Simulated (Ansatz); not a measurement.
Several settings on one geometry of Al₉N₉H₂₆, a nanocrystal cut from wurtzite AlN (hydrogen-capped) (that of the charge 0 singlet, PBE-D4/def2-SVP). Ansatz on 2 threads of AMD EPYC 7R13 on a shared host and a share (18 GiB) of an NVIDIA H100 80GB HBM3; times are rough.

Cartesian coordinates in Å:
```
N 0.8567 -3.1013 -0.3346
Al -0.8479 -2.2912 0.1350
N -0.6726 -2.2284 2.1273
Al -0.8508 -0.4928 -2.2708
N -0.7820 -0.4512 -0.3073
Al -2.4086 0.4119 0.1334
Al -0.8353 -0.4800 2.9361
N -2.2678 0.5344 2.1255
N -2.2568 2.2926 -0.3382
Al 2.4729 -2.2690 0.4307
Al 2.3820 -0.5363 -2.2798
N 0.7616 0.4376 -2.7767
N 2.3106 -0.4857 -0.2973
Al 0.7666 0.4429 0.2583
N 0.7309 0.4232 2.2342
Al 0.7284 2.3283 -2.2812
N 0.7351 2.2439 -0.2985
Al -0.7286 3.2763 0.4286
H 0.8468 -4.1148 -0.1405
H 0.9893 -3.0320 -1.3656
H -2.1528 -3.1642 -0.1514
H -1.2845 -2.9308 2.5706
H 0.3043 -2.5258 2.3430
H -0.8251 -2.0782 -2.6165
H -2.2109 0.3207 -2.6202
H -3.8176 -0.2809 -0.1539
H -0.9383 -0.5378 4.5286
H -3.1819 0.3563 2.5691
H -2.0367 1.5296 2.3393
H -2.1284 2.3718 -1.3690
H -3.1395 2.7914 -0.1463
H 3.8181 -3.0375 0.0326
H 2.1354 -2.2057 2.0430
H 2.1723 -2.1022 -2.6691
H 3.7190 0.2116 -2.7609
H 0.7789 0.4472 -3.8137
H 3.1584 0.0400 -0.0250
H 1.5840 -0.0436 2.5856
H 0.7530 1.3959 2.5842
H -0.7319 2.9297 -2.6721
H 2.0452 3.1112 -2.7618
H 1.6143 2.7152 -0.0263
H -0.8441 2.9525 2.0409
H -0.7218 4.8254 0.0308
```

Totals from different functionals, basis sets or treatments of relativity can't be compared as stabilities.

The 6-31G sets use Cartesian d functions. Correlated methods freeze 54 core orbitals.

Question: Give the basis size and estimate the energy, ⟨S²⟩ and time of these runs.

```json
{"run": "1", "method": "RKS B2PLYP/def2-SVPD", "charge": "0", "state": "singlet", "further keys": "fitting: {mean_field: def2-universal-jkfit}; scf: {lower_state_search: full}"}
{"run": "2", "method": "RKS B3LYP5/6-31G*", "charge": "0", "state": "singlet", "further keys": "forces asked"}
{"run": "3", "method": "RKS ωPBEh/def2-SVP", "charge": "0", "state": "singlet", "further keys": "fitting: {mean_field: def2-universal-jkfit}"}
```

Answer: 
```json
{"run": "1", "functions": "604", "energy (Eh)": "-2688.5663", "⟨S²⟩": "–", "wall time": "11 s"}
{"run": "2", "functions": "358", "energy (Eh)": "-2690.3667", "⟨S²⟩": "–", "wall time": "13 s"}
{"run": "3", "functions": "418", "energy (Eh)": "-2688.6406", "⟨S²⟩": "–", "wall time": "10 s"}
```
